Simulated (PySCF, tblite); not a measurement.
Compound: C₉H₁₅B.
Numbering: `[CH3:1][CH2:2][CH2:3][BH:4][C@H:5]1[CH2:6][CH2:7][C:8]12[CH:9]=[CH:10]2` (hydrogens: H11, H12, H13 on C1; H14, H15 on C2; H16, H17 on C3; H18 on B4; H19 on C5; H20, H21 on C6; H22, H23 on C7; H24 on C9; H25 on C10)

Jobs on this species (25 atoms, 74 electrons) with PySCF (density fitting) and tblite. Hardware of each: Arm Neoverse V1, one thread, on a shared host. Times come from a shared host and carry two figures at best.

Problem. Rank these jobs by wall time, shortest first.
A. GFN2-xTB; Hessian by finite differences
B. PBE0/pcSseg-1; shieldings, ring-centre shieldings, charges and field gradients, density and orbital grids written; 245 basis functions
C. GFN2-xTB; L-BFGS relaxation

Solution. A (1.2 s), C (2.0 s), B (79 s).

All jobs:

```csv
level and settings,work,basis functions,SCF cycles,wall time
GFN2-xTB,Hessian by finite differences,–,–,1.2 s
GFN2-xTB,L-BFGS relaxation,–,–,2.0 s
PBE0/pcSseg-1,"shieldings, ring-centre shieldings, charges and field gradients, density and orbital grids written",245,14,79 s
```

Problem. What do all jobs in the table cost together?

Solution. About 82 s; the longest takes about 96 % of that, and about 66 times as long as the shortest.
